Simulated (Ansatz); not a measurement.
GeHMe2Cl (C2H7ClGe), relaxed as a singlet with RKS PBE0-D4/def2-SVP in Ansatz, starting from the GFN2-xTB geometry. Force threshold 0.02 eV/Å.

Start:

Cartesian coordinates in Å:
```
Ge -0.555 0.419 -0.148
H -2.059 0.353 0.085
C 0.043 -1.048 -1.339
H 1.116 -0.979 -1.498
H -0.448 -0.983 -2.306
H -0.179 -2.017 -0.905
C 0.427 0.490 1.572
H 0.096 1.334 2.170
H 1.492 0.605 1.383
H 0.277 -0.419 2.146
Cl -0.209 2.247 -1.159
```

Task: Estimate the energy that the relaxation releases and the steps that it takes.

Result: 0.09 eV, in 4 steps; 11 s on 2 threads of Arm Neoverse V1 on a shared host. No frequencies were taken in this run, so the end may be a saddle point.

Task: Does the start keep its bonding and symmetry?

Result: By distances, no bond broke or formed. The bond that changes most is Ge1–Cl11, from 2.12 to 2.18 Å (atoms count from 1).

Task: Predict the relaxed structure.

Result: 
```tsv
atom	x (Å)	y (Å)	z (Å)
Ge1	-0.560	0.398	-0.137
H2	-2.083	0.343	0.091
C3	0.050	-1.027	-1.306
H4	1.133	-0.934	-1.475
H5	-0.465	-0.973	-2.275
H6	-0.156	-2.006	-0.847
C7	0.422	0.471	1.537
H8	0.093	1.331	2.137
H9	1.498	0.572	1.335
H10	0.252	-0.451	2.114
Cl11	-0.182	2.278	-1.177
```
Bond lengths: 2 × C–Ge 1.94 Å; 1 × Cl–Ge 2.18 Å; 6 × C–H 1.10 Å; 1 × Ge–H 1.54 Å.
